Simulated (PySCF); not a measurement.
Gas-phase reaction: TaCl4NH2 + Cl + N = TaCl5 + N2H2

Method: PySCF energies plus ideal-gas RRHO corrections (1 bar). † marks an energy on the PBE0/def2-TZVP geometry and frequencies; other levels use their own. MP2 freezes the core. Open shells (unrestricted): Cl (multiplicity 2, electronic degeneracy 6), N (multiplicity 4); the rest are closed-shell singlets. Spin-orbit splitting is ignored; it lowers the true energy and changes the entropy of Cl. Ta: scalar-relativistic def2 core potential, no spin-orbit coupling. TaCl4NH2: computed as isolated molecules; such fragments, hydroxides, amides, oligomers or adducts are transient or little studied in the gas. MP2 isn't extrapolated to the basis-set limit; its ΔH°(298 K) is -408.6 kJ in def2-SVP and -448.0 kJ in def2-TZVPP. The harmonic model lacks anharmonicity and excited electronic states, which grow with temperature; levels with a mode under 35 cm⁻¹ are left out. Soft modes under 120 cm⁻¹ make the harmonic entropy rough for TaCl4NH2, TaCl5.

```json
[
 {"level": "HF/def2-TZVP†", "ΔE electronic, kJ": "-127", "ΔH°(298 K), kJ": "-120", "ΔS°(298 K), J/K": "-109", "ΔG°(1600 K), kJ": "78"},
 {"level": "M06-2X/def2-TZVP†", "ΔE electronic, kJ": "-451", "ΔH°(298 K), kJ": "-444", "ΔS°(298 K), J/K": "-109", "ΔG°(1600 K), kJ": "-245"},
 {"level": "MP2/def2-TZVPP†", "ΔE electronic, kJ": "-455", "ΔH°(298 K), kJ": "-448", "ΔS°(298 K), J/K": "-109", "ΔG°(1600 K), kJ": "-249"},
 {"level": "PBE/def2-SVP", "ΔE electronic, kJ": "-535", "ΔH°(298 K), kJ": "-529", "ΔS°(298 K), J/K": "-110", "ΔG°(1600 K), kJ": "-327"},
 {"level": "PBE/def2-TZVP†", "ΔE electronic, kJ": "-529", "ΔH°(298 K), kJ": "-522", "ΔS°(298 K), J/K": "-109", "ΔG°(1600 K), kJ": "-323"},
 {"level": "PBE0/def2-QZVP†", "ΔE electronic, kJ": "-471", "ΔH°(298 K), kJ": "-464", "ΔS°(298 K), J/K": "-109", "ΔG°(1600 K), kJ": "-265"},
 {"level": "PBE0/def2-SVP†", "ΔE electronic, kJ": "-470", "ΔH°(298 K), kJ": "-463", "ΔS°(298 K), J/K": "-109", "ΔG°(1600 K), kJ": "-264"},
 {"level": "PBE0/def2-TZVP", "ΔE electronic, kJ": "-470", "ΔH°(298 K), kJ": "-463", "ΔS°(298 K), J/K": "-109", "ΔG°(1600 K), kJ": "-264"},
 {"level": "LDA/def2-TZVP†", "ΔE electronic, kJ": "-612", "ΔH°(298 K), kJ": "-605", "ΔS°(298 K), J/K": "-109", "ΔG°(1600 K), kJ": "-406"},
 {"level": "ωB97M-V/def2-TZVP†", "ΔE electronic, kJ": "-471", "ΔH°(298 K), kJ": "-464", "ΔS°(298 K), J/K": "-109", "ΔG°(1600 K), kJ": "-265"},
 {"level": "ωB97X-V/def2-TZVP†", "ΔE electronic, kJ": "-469", "ΔH°(298 K), kJ": "-462", "ΔS°(298 K), J/K": "-109", "ΔG°(1600 K), kJ": "-263"}
]
```
ΔH° is lowest at LDA/def2-TZVP† and highest at HF/def2-TZVP†. No reference value is set beside these.
